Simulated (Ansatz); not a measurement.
`[SiH3][Se][GaH][Cl]` + `C[SeH]` → `C[Se][Se][SiH3]` + `[Cl][GaH2]` at 500 K and 1 bar (ligand exchange at the Se–Ga bond).

Program: Ansatz. Geometries: PBE0-D4/def2-TZVP. ΔE: electronic, gas phase. CCSD(T)/CBS is the MP2 limit (def2-TZVPP, def2-QZVPP) plus CCSD(T) − MP2 in def2-TZVPP, frozen cores. For Ga, Se outer-core shells are correlated without core-valence functions, which leaves a few kJ/mol of doubt a bond. Scalar relativity is left out up to krypton. Each species was taken in one conformer, which may not be the lowest.

| species | CCSD(T)/CBS energy (Eh) | H − E (kJ/mol) | S (J/(mol·K)) |
| --- | --- | --- | --- |
| `[SiH3][Se][GaH][Cl]` | -5076.01837 | 138.8 | 458.0 |
| `C[SeH]` | -2441.15625 | 142.1 | 299.3 |
| `C[Se][Se][SiH3]` | -5132.18229 | 216.4 | 444.8 |
| `[Cl][GaH2]` | -2384.95520 | 61.3 | 294.0 |

H − E and S are ideal-gas, rigid-rotor, harmonic terms from PBE0-D4/def2-TZVP, for one conformer and one mirror image of each species. 1 Eh = 2625.50 kJ/mol, R = 8.31446 J/(mol·K).

Task: By hand: ΔE, ΔH, ΔS and ΔG.

Result: ΔE = (-5132.18229) + (-2384.95520) − (-5076.01837) − (-2441.15625) = 0.03713 Eh = 97.5 kJ/mol. Δ(H − E) = 216.4 + 61.3 − 138.8 − 142.1 = -3.2, so ΔH = 94.3 kJ/mol. ΔS = 444.8 + 294.0 − 458.0 − 299.3 = -18.5 J/(mol·K). ΔG = 94.3 − 500 × (-18.5)/1000 = 103.5 kJ/mol.

Task: By hand: the equilibrium constant, and the temperature at which ΔG would vanish if ΔH and ΔS stayed fixed.

Result: log₁₀ K = −ΔG/(RT ln 10) = -10.8. ΔH and −TΔS have one sign here, so there is no such temperature.

ΔH outweighs TΔS. A doubt of 5 kJ/mol in ΔE shifts log₁₀ K by 0.5 here. Other conformers and mirror images would add mixing entropy, several J/(mol·K) or more a flexible species. Modes under 60 cm⁻¹, often nearly free rotors, make the harmonic entropy too high. These are equilibria of isolated gas molecules and say nothing of rates. Largest T1 diagnostic: 0.012 (customary marks: 0.02 for closed shells, 0.045 for open ones).
